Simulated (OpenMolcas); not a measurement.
An OpenMolcas run meant for S4+ (ANO-L-VQZP, non-relativistic; inactive shells 1s 2s 2p; intended active space 2 electrons in 9 orbitals (RAS2 3s 3p; RAS3 3d, at most 2 electrons)). One step of its input:

```
&CASPT2
Multistate=1 1
Frozen=1 0
IPEA=1.5
Imaginary=0.1
MaxIter=60
WThr=0.0 0.3 0.05
PrWF=0.5
NoMix
```

The run finished. Its levels beside those of a sound run (SS-RASPT2, IPEA 0.25 Eh, imaginary shift 0.1 Eh (closed shells correlated: 2s 2p)), in cm-1 above each run's lowest level:

```tsv
Level	This run	Usual run
3s2 1S0	0.0	0.0
3s 3p 3P* 0	81205	81163
3s 3p 3P* 1	81531	81489
3s 3p 3P* 2	82197	82154
3s 3p 1P* 1	127327	127197
```

Problem. Which setting is unsound, and how much does it matter here?

Solution. The IPEA shift is far above its usual 0.25 hartree. Against the sound run the excited levels shown move by 64 cm-1 on average and by 130 cm-1 at most.

Active for correlation alone: 3d; no level in the range computed is led by a configuration that fills it, so any true level of that kind is missing. Only configurations of the active space appear.

* marks odd parity.
